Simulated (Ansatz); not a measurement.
```yaml
crystal:
  periodic: [false, false, false]
  atoms:
    - {symbol: N, position_ang: [-1.182686, 0.390432, -0.680636]}
    - {symbol: B, position_ang: [0.008482, -0.006062, -0.001727]}
    - {symbol: N, position_ang: [0.315096, -1.391284, 0.145257]}
    - {symbol: N, position_ang: [0.891803, 0.980479, 0.526266]}
    - {symbol: H, position_ang: [-1.744409, -0.254996, -1.203464]}
    - {symbol: H, position_ang: [-1.397616, 1.349514, -0.878716]}
    - {symbol: H, position_ang: [-0.328431, -2.118942, -0.102319]}
    - {symbol: H, position_ang: [1.110947, -1.721948, 0.657135]}
    - {symbol: H, position_ang: [0.723082, 1.965218, 0.446950]}
    - {symbol: H, position_ang: [1.686734, 0.756391, 1.094053]}
basis:
  gaussian: {orbitals: def2-mTZVP}
hamiltonian: {xc: {name: wPBEh}}
accuracy: high
outputs: {forces: true}
```

```sh
$ ansatz run in.yaml --threads 2 --pin off --events-out ev --progress --plain --max-ram 32768MiB --backend cpu
```

It prints (some lines left out):

```
Error: YAML parse error: error: line 18 column 1: unknown field `outputs`, expected one of crystal, accuracy, basis, kpoints, hamiltonian, magnetization, projection, total_charge, correlation, batch, efield, external_charges, scf, relax, neb, saddle, md, ramp, phonons, dielectric, real_time, elastic, magnetic_configurations, gw, evaluate, workflow, output, checkpoint, execution
16 | hamiltonian: {xc: {name: wPBEh}}
17 | accuracy: high
18 | outputs: {forces: true}
```

(1) What is wrong with this run?

Answers

(1) The input holds a key that doesn't belong there. The input was rejected before any iteration.
